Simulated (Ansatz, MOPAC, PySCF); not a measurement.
Isomers of C2H7O: 1 is CC[OH2+], 2 is [OH+](C)C; one conformer of each (the lowest of an xTB search), B3LYP-D3(BJ)/def2-TZVP minima.
Isomer 1 (charge 1, multiplicity 1):
```xyz
10

C     -1.036    -0.094    -0.330
C      0.166    -0.416     0.498
O      1.386     0.471     0.086
H     -1.373     0.934    -0.193
H     -1.843    -0.749     0.013
H     -0.879    -0.301    -1.389
H      0.081    -0.181     1.555
H      0.573    -1.413     0.361
H      1.682     0.324    -0.833
H      1.243     1.425     0.233
```
Isomer 2 (charge 1, multiplicity 1, Z-matrix in Å and degrees):
```
O
H 1 0.9734
C 1 1.4921 2 111.76
H 3 1.0846 1 105.30 2 168.64
H 3 1.0853 4 111.35 1 114.08
H 3 1.0870 4 112.49 5 127.65
C 1 1.4921 2 111.76 3 -133.55
H 7 1.0846 1 105.30 2 -168.53
H 7 1.0853 8 111.35 1 -114.08
H 7 1.0870 8 112.49 9 -127.65
```

No zero-point or thermal terms.

Rows in 6-31G* carry no dispersion term and start afresh at each structure (6-31G* with six Cartesian d functions). The state that PM3, PM7 reach isn't checked; PM7 holds dispersion and hydrogen-bond terms.

The values were computed with Ansatz (a program for electronic structure); MOPAC for PM3, PM7 (differences of heats of formation); PySCF for 6-31G* rows, the dispersion terms. 

One of these levels gives 0.324 eV for the electronic energy of isomer 2 less that of isomer 1. Name it.
A) BLYP-D3(BJ)/def2-TZVPP
B) BP86/6-31G*
C) PM3
D) PM7

A, BLYP-D3(BJ)/def2-TZVPP. The others give 0.627 (PM3), 0.720 (PM7), 0.235 (BP86/6-31G*)
